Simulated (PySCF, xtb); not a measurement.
Sb(Br)(TeH)2 (BrH2SbTe2), SMILES [Br][Sb]([TeH])[TeH].

GFN2-xTB run with xtb at its own geometry gives an orbital gap of 3.40 eV and a dipole moment of 5.61 D.

Geometry: PBE0-D3(BJ)/def2-SVP. The def2 effective core potentials stand for the cores of Sb, Te; spin–orbit coupling is left out.

What does PBE/def2-TZVP run with PySCF give? (The exact figures need the calculation; the answer reports its results.)

gap 2.86 eV (levels -5.68 and -2.82 eV), dipole 1.96 D.
